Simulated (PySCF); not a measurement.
System (SMILES): F[C]Cl (closed-shell singlet).
Geometry (B3LYP-D3(BJ)/def2-TZVP, fixed):
```xyz
3

F     -1.4677    -0.2909     0.0321
C     -0.5979     0.6705    -0.0192
Cl     0.9880    -0.0826    -0.0102
```
Charge 0, spin multiplicity 1.

Basis-set convergence of the lowest singlet excitation energy at PBE with PySCF. Tamm-Dancoff approximation; the state is taken by its order, and sets in which it differs in degeneracy or brightness are left out, yet its character can still change. All functions are spherical. Density fitting with generated auxiliary sets. No added dispersion term, no relativity. Reference: the value in aug-pcseg-3, 3.531 eV, itself unsure by roughly 0.007 eV (its mean distance from aug-cc-pV(Q+d)Z, aug-pcseg-2, aug-cc-pV(T+d)Z). Deviations are taken from unrounded values. Cost is core time over that of cc-pV(D+d)Z, rough, on shared machines of one kind.

```json
[
 {"basis": "cc-pV(D+d)Z", "functions": "51", "lowest singlet excitation energy (eV)": "3.598", "minus reference (eV)": "0.066", "cost": "1×"},
 {"basis": "def2-SVPD", "functions": "70", "lowest singlet excitation energy (eV)": "3.534", "minus reference (eV)": "0.002", "cost": "1×"},
 {"basis": "aug-pcseg-1", "functions": "73", "lowest singlet excitation energy (eV)": "3.602", "minus reference (eV)": "0.070", "cost": "1×"},
 {"basis": "cc-pV(T+d)Z", "functions": "99", "lowest singlet excitation energy (eV)": "3.561", "minus reference (eV)": "0.029", "cost": "2×"},
 {"basis": "def2-TZVPD", "functions": "123", "lowest singlet excitation energy (eV)": "3.541", "minus reference (eV)": "0.009", "cost": "3×"},
 {"basis": "def2-TZVPPD", "functions": "128", "lowest singlet excitation energy (eV)": "3.540", "minus reference (eV)": "0.009", "cost": "3×"},
 {"basis": "aug-pcseg-2", "functions": "142", "lowest singlet excitation energy (eV)": "3.538", "minus reference (eV)": "0.006", "cost": "4×"},
 {"basis": "cc-pV(Q+d)Z", "functions": "174", "lowest singlet excitation energy (eV)": "3.546", "minus reference (eV)": "0.015", "cost": "4×"},
 {"basis": "def2-QZVPPD", "functions": "208", "lowest singlet excitation energy (eV)": "3.537", "minus reference (eV)": "0.006", "cost": "5×"},
 {"basis": "aug-pcseg-3", "functions": "259", "lowest singlet excitation energy (eV)": "3.531", "minus reference (eV)": "0.000", "cost": "8×"},
 {"basis": "cc-pV(5+d)Z", "functions": "282", "lowest singlet excitation energy (eV)": "3.538", "minus reference (eV)": "0.006", "cost": "6×"}
]
```

The smallest set listed that lies within 0.05 eV of the reference with all its larger relatives (same family, alike in diffuse functions; a set with none counts only in the reference's own line) is def2-SVPD (70 functions, 1× in cost, 0.002 eV off).
